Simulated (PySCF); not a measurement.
Cd(Cl)(SiH3) (CdClH3Si), SMILES [SiH3][Cd][Cl].

Geometry: B3LYP-D3(BJ)/def2-TZVP. The def2 effective core potentials stand for the cores of Cd; spin–orbit coupling is left out.

The numbers are results of IEF-PCM-M06-2X/def2-SVP (PySCF), not measurements.

The values are the electrostatic part of the solvation free energy, E(continuum) − E(gas) at the gas-phase geometry, in a cavity of scaled van der Waals radii (PySCF's table); cavitation and dispersion terms are not included. A continuum can't describe solvent molecules that bind to the metal. In vacuum the orbital gap is 8.36 eV. The dipole moment in vacuum is 2.73 D.

```tsv
solvent	ε	ΔG(elec) (kcal/mol)	dipole (D)	gap (eV)
water	78.36	-13.5	3.00	8.59
acetone	20.49	…	…	…
chlorobenzene	5.70	-10.1	3.01	8.53
```

Fill in the missing entries. (Estimate from the structure and the level; the computed values follow.)


- acetone, ΔG(elec) (kcal/mol): -12.7
- acetone, dipole (D): 3.00
- acetone, gap (eV): 8.58
